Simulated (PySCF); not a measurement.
**Working out the ionisation energy of Rh²⁺**

Rh²⁺ [Kr] 4d7 (4F) → Rh³⁺ [Kr] 4d6 (5D). All numbers are calculated (PySCF 2.14, scalar relativity through the core potential, in aug-cc-pVDZ-PP with ECP28MDF (5s5p4d2f, 54 functions)). Frozen: 4s2 4p6. Energies in hartree (1 hartree = 27.21139 eV):

```json
{"part": "UHF", "Rh²⁺ (lower)": "-108.562210", "Rh³⁺ (upper)": "-107.483979"}
{"part": "MP2 opposite-spin", "Rh²⁺ (lower)": "-0.066685", "Rh³⁺ (upper)": "-0.031478"}
{"part": "MP2 same-spin", "Rh²⁺ (lower)": "-0.050663", "Rh³⁺ (upper)": "-0.045120"}
```

Question: What does Hartree-Fock give?

Answer: (-107.483979) − (-108.562210) = 1.078231 hartree = 29.340 eV.

Question: What do MP2 and SCS-MP2 (6/5 opposite-spin, 1/3 same-spin) give?

Answer: The opposite-spin parts differ by 0.958 eV and the same-spin parts by 0.151 eV. MP2: 29.340 + (0.958) + (0.151) = 30.449 eV. SCS-MP2: 29.340 + 1.2 × (0.958) + (0.151)/3 = 30.540 eV.

Reference: 31.06 eV (semi-empirical (NIST evaluation); NIST Atomic Spectra Database, ionization energies), between the lowest levels; spin-orbit coupling is absent from the calculation.

A double-zeta basis recovers only part of the correlation energy.

What remains against the reference includes basis incompleteness, the frozen core and correlation beyond second order.
